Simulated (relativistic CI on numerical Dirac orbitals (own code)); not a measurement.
# Hyperfine structure of Sm, mass number 147

Computed by Dirac-Coulomb-Breit CI, orbitals from a KLI potential per configuration, model QED (radiative potential, 1s self-energy scaled to tabulated hydrogen-like ionisation energies), valence Slater integrals scaled by 0.85, P86 correlation energy added to each configuration (own radial code, finite nucleus).

Configurations in the expansion (outside the closed core [Xe]): 4f6 6s2, 4f5 6s2 6p, 4f5 6s2 8s, 4f7 7s, 4f5 6s 7s2. The list is cut by size and lacks configurations that can hold low levels.

Nuclear spin I = 7/2, μ = -0.809 μN, Q = -0.26 b (tables of Stone and Pyykkö). The electronic factors are computed for point nuclear moments, without core polarisation; leaving it out makes A of s and p electrons in near-neutral atoms 20 to 40 % too small, and it can dominate for d and f shells.

```
       Level  E (eV)  A (MHz)  B (MHz)
4f6 6s2 7F_1  0.0386   -28.86    -71.6
4f6 6s2 7F_2  0.1068   -37.06    -76.2
4f6 6s2 7F_3  0.1955   -46.62    -41.4
4f6 6s2 7F_4  0.2975    -56.5     26.1
4f6 6s2 7F_5  0.4081   -66.25      124
4f6 6s2 7F_6  0.5235   -75.75      251
4f6 6s2 5D_1  1.9000   -33.87    -19.8
4f6 6s2 5D_2  2.1458   -47.91    -6.98
```

Levels with J = 0, under 50 % of one LS term, or S terms without an open s electron are left out. Small factors come from cancelling terms and can be off by tens of per cent or more.

Correlation outside the listed configurations is missing or only estimated: errors of thousands of cm⁻¹ between configurations and terms are usual at this charge. Rates and lifetimes follow the computed energies and can be off by large factors. The fine structure of a lone outer electron comes out too small, for d and f at times inverted, and misplaced configurations move strength between like terms. 6 of the 42 excited levels that our extract of the measured tables holds in this range could be paired (the sources list more); they are missed by 108 cm⁻¹ on average and 202 at most, and levels without a partner can miss by more. Some levels of the ground configuration have no partner and can miss by 10 % or more.

Task: Give the hyperfine levels of 4f6 6s2 7F_1 relative to its centre of gravity.

Result: With K = F(F + 1) − I(I + 1) − J(J + 1), E = AK/2 + B[¾K(K + 1) − I(I + 1)J(J + 1)]/[2I(2I − 1)J(2J − 1)]: F = 5/2: 91.51, F = 7/2: 80.02, F = 9/2: -118.9 MHz.

LS names give the leading component of a level, which can be under half, so a name can repeat, a term be missing and a line seem to break the LS rules.
